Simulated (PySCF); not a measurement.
C₅H₈OSi.
SMILES: `C=CC#C[SiH2]OC`

The closed-shell SCF was solved with PySCF and density fitting under several settings on one GFN2-xTB geometry (grid level 2 and gas phase unless stated).

```tsv
settings	basis functions	SCF cycles	E (Eh)	HOMO (eV)	LUMO (eV)	dipole (D)
PBE0/pcSseg-1	166	14	-559.5205	-7.21	-1.22	1.79
PBE0/def2-SVPD	211	14	-559.2851	-7.23	-1.28	1.69
BP86/6-31G, start guess vsap	83	17	-559.8884	-5.99	-1.80	2.01
LC-wPBE/pcSseg-1	166	14	-559.6896	-9.79	1.00	1.82
PBE0/6-311+G(2d,p), start guess sap	245	14	-559.6515	-7.20	-1.31	1.71
BLYP/MINI, IEF-PCM chloroform	47	16	-556.0688	-7.33	-3.81	1.42
```

Question: Estimate the rows for these settings: (1) OLYP/6-311+G(2d,p); (2) PBE0/6-311G**.

Answer: 
```csv
settings,basis functions,SCF cycles,E (Eh),HOMO (eV),LUMO (eV),dipole (D)
"OLYP/6-311+G(2d,p)",245,16,-559.9935,-5.99,-2.00,1.59
PBE0/6-311G**,182,14,-559.6326,-7.15,-1.15,1.82
```

Question: Over all rows, what range does the HOMO–LUMO gap span?

Answer: From 3.52 eV (BLYP/MINI, IEF-PCM chloroform) to 10.79 eV (LC-wPBE/pcSseg-1). The functional of the narrowest has no exact exchange, that of the widest range-separated exact exchange.

Question: And the dipole moment?

Answer: From 1.42 D (BLYP/MINI, IEF-PCM chloroform) to 2.01 D (BP86/6-31G, start guess vsap); the largest is 1.42 times the smallest, and the median is 1.75 D.

Question: Compare two rows with the functional PBE0: PBE0/6-311G** and PBE0/def2-SVPD. Which energy is lower, and by how much?

Answer: PBE0/6-311G** (182 functions) lies 0.3475 Eh or 218 kcal/mol below PBE0/def2-SVPD (211 functions). The smaller set gives the lower energy; the two sets aren't nested, so the variational bound doesn't order them by size.

Cycle counts include a coarse-grid stage where the run had one. All basis functions are spherical, in the Pople sets too. The structure is a single GFN2-xTB conformer; no vibrational corrections.

Shape of the structure used: `[CH2:1]=[CH:2][C:3]#[C:4][SiH2:5][O:6][CH3:7]`: C4–Si5–O6–C7 -57°.
